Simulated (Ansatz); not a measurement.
A nudged elastic band was laid between two geometries of ClGeH3 + H4OSi (11 atoms, charge 0, multiplicity 1).

Level of theory: RKS B3LYP/def2-SVP in Ansatz.

```yaml
movable_images: 7
climbing_image: yes
spring: 5.0 eV/Å²
optimiser: quadratic models (default)
start_path: straight line
force_threshold: 0.03 eV/Å
iteration_limit: 60
end_points: relaxed
```

First end point:

```xyz
11
Properties=species:S:1:pos:R:3
Ge -0.297 -0.331 -0.422
H -0.726 -0.717 1.001
Cl 1.829 -0.806 -0.641
H -0.499 1.156 -0.732
H -1.026 -1.213 -1.453
O 1.053 1.590 1.846
Si 2.716 1.819 1.894
H 3.446 0.586 2.304
H 3.124 2.240 0.533
H 3.055 2.896 2.874
H 0.619 1.418 2.691
```

Last end point:

```xyz
11
Properties=species:S:1:pos:R:3
Ge 0.515 0.159 -0.544
H -1.372 1.513 3.068
Cl 2.146 -0.184 -1.948
H -0.450 1.185 -1.153
H -0.100 -1.204 -0.197
O 1.200 0.863 0.930
Si 2.700 1.156 1.611
H 3.485 -0.106 1.735
H 3.475 2.133 0.794
H 2.455 1.723 2.964
H -0.756 1.403 2.634
```

Q: What changes between the two ends?

A: Bonds broken: Ge1–H2, O6–H11. Bonds formed: Ge1–O6, H2–H11. ClGeH3 + H4OSi becomes ClGeH5OSi + H2.

Q: What energy profile does the band end with?

A: The run converged. The highest image is number 4 of 0 to 8, 1.68 eV above the first end and 1.84 eV above the last; the last end lies 0.16 eV below the first. Neighbouring images differ by up to 1.5 eV, so the band resolves the path poorly. Another band between the same ends (7 images) ends at a top of the same energy, where a vibrational analysis finds 1 clearly imaginary mode. The orbitals stay closed-shell, which can raise the energy where a bond breaks towards radicals; this wasn't checked here.

| image | path coordinate (Å) | energy (eV) | Ge1–H2 (Å) | O6–H11 (Å) | Ge1–O6 (Å) |
| --- | --- | --- | --- | --- | --- |
| 0 | 0.00 | 0.00 | 1.54 | 0.96 | 3.26 |
| 1 | 1.07 | 0.02 | 1.54 | 0.96 | 3.34 |
| 2 | 2.15 | 0.13 | 1.53 | 0.96 | 3.21 |
| 3 | 3.22 | 0.76 | 1.57 | 0.96 | 2.53 |
| 4 | 4.29 | 1.68 | 1.86 | 1.15 | 1.96 |
| 5 | 5.15 | 0.21 | 2.49 | 1.85 | 1.79 |
| 6 | 6.02 | -0.14 | 3.25 | 2.43 | 1.77 |
| 7 | 6.88 | -0.16 | 3.92 | 2.66 | 1.77 |
| 8 | 7.74 | -0.16 | 4.29 | 2.65 | 1.77 |

Q: What is the geometry of the highest image?

A: 
```xyz
11
Properties=species:S:1:pos:R:3
Ge 0.035 0.206 -0.039
H -0.968 0.701 1.441
Cl 1.914 -0.043 -1.268
H -0.761 1.153 -0.945
H -0.349 -1.265 0.160
O 1.105 1.049 1.375
Si 2.748 1.374 1.744
H 3.521 0.108 1.768
H 3.302 2.336 0.762
H 2.712 1.982 3.102
H 0.037 1.038 1.796
```

The band took 29 iterations and roughly 26 core-minutes.

The run took 7 min on 4 threads of Arm Neoverse V1 (shared host), peak memory 0.31 GiB.
